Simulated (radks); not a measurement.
Q: Numerical settings for neutral cerium, [Xe] 4f1 5d1 6s2. All-electron calculation, non-relativistic Kohn-Sham, r2SCAN, spin-polarised, spherical densities, point nucleus; open shells are filled with parallel spins first (spin-orbit coupling, left out, can overturn this in heavy ions); meta-GGA in the generalised Kohn-Sham scheme; relativity is left out, which matters for an element this heavy. Program: a radial shooting solver on a logarithmic mesh with Libxc functionals. The defaults (mesh step 0.008 in ln r, mesh end at 40 bohr or more with all orbitals vanishing there, Anderson mixing 0.5 over 9 steps, residual threshold near 1e-9 with the energy settled to 1e-9 hartree or 1e-11 of itself, here a cap of 90 iterations) give E = -8569.743 hartree and 6s at -3.382 eV in 19 iterations. Run on one thread of a shared host, so times are rough (Arm Neoverse N1): 0.43 s of CPU time, 0.43 s wall, 19 iterations on 2728 mesh points. One setting is changed at a time: mesh step in ln r 0.05; mesh step in ln r 0.003; mesh step in ln r 0.08; mesh end (bohr) 2; mesh end (bohr) 3; residual threshold 0.1; residual threshold 0.001; mixing 2.5; linear mixing, mixing 0.2; linear mixing, mixing 1; mixing history 3; iteration cap 2. Which runs fail to converge, and which converge to a wrong energy?

A: Not converged within the cap: mesh step in ln r 0.05; mesh step in ln r 0.08; mixing 2.5; linear mixing, mixing 1; iteration cap 2. Settled on a wrong energy, with an occupied level pushed above zero by the early mesh end: mesh end (bohr) 2 (+31.9 hartree); mesh end (bohr) 3 (+5.48 hartree). Apart from these: no run marked as converged misses the energy by more than 1 mhartree.
